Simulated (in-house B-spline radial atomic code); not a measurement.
**How G0W0 and RPA depend on the start: Ca**

Configuration [Ar] 4s2. Computed with a B-spline radial code for spherical atoms: all electrons, scalar-relativistic (spin-free one-electron X2C), finite nucleus, each spin shell either full or empty, empty states to l = 9 with an (l + 1/2)⁻⁴ tail; G0W0 by contour deformation at full frequency.

```
          start  mean-field 4s (eV)  G0W0 (eV)  QP weight  RPA correlation (Eh)
   Hartree-Fock              -5.341          ?          ?                     ?
       LDA VWN5              -3.862     -6.140      0.760               -1.2632
            PBE              -3.766     -6.116      0.741               -1.2595
           PBE0              -4.332          ?          ?                     ?
         r2SCAN              -3.831     -6.244      0.821                 -1.23
          HSE06              -3.985     -6.168      0.798               -1.2152
B3LYP (VWN-RPA)              -4.210     -6.179      0.834               -1.2155
           SCAN              -3.841     -6.245      0.825               -1.2293
           TPSS              -3.785     -6.154      0.757               -1.2469
      BHandHLYP              -4.746     -6.202      0.895               -1.1585
      CAM-B3LYP              -5.168     -6.208      0.912               -1.1784
        LC-wPBE              -5.977     -6.226      0.938               -1.1612
          wB97X              -5.932     -6.194      0.937               -1.1594
         PBEsol              -3.764     -6.132      0.747               -1.2603
           BLYP              -3.614     -6.019      0.702               -1.2612
        r2SCAN0              -4.359     -6.261      0.871               -1.1863
```

Problem. What G0W0 level, weight and RPA correlation energy follow from the Hartree-Fock start?

Solution. G0W0 level -6.200 eV, weight 0.934, RPA correlation -1.0803 hartree.

Problem. What G0W0 level, weight and RPA correlation energy follow from the PBE0 start?

Solution. G0W0 level -6.228 eV, weight 0.854, RPA correlation -1.2034 hartree.

Problem. How much of the dependence on the start does G0W0 remove?

Solution. The mean-field levels span 2.36 eV and the G0W0 levels 0.242 eV. Against 6.113 eV (NIST, measured) the G0W0 removal energies are off by -0.09 to +0.15 eV, with spin-orbit coupling, Breit and QED terms left out.
